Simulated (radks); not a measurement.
Q: Charge is removed step by step from the 2p level of neutral neon, starting from [Ne]. Level of theory: non-relativistic Kohn-Sham, PBE, spin-unpolarised, spherical densities, point nucleus (a radial shooting solver on a logarithmic mesh with Libxc functionals). At the starting occupation the eigenvalue is -13.347 eV. Estimate the energy to remove one whole electron from this level, the eigenvalue at the end, and how far E(n) bends from a straight line.

A: Delta-SCF 22.491 eV; final eigenvalue -32.288 eV; the deviation from the straight line is -2.370 eV at 0.5 electron removed, the largest on the grid computed. Slater's transition state (half an electron removed) gives 22.327 eV. Integrating minus the eigenvalue over the occupation (Janak's theorem) gives 22.491 eV. The mean slope of the eigenvalue, de/dn, is 18.9 eV per electron. Ionisation energy of Ne in the NIST Atomic Spectra Database: 21.565 eV (measured).

Beside tabulated values, note that spin-unpolarised runs miss the spin-polarisation part of the exchange energy of open shells.
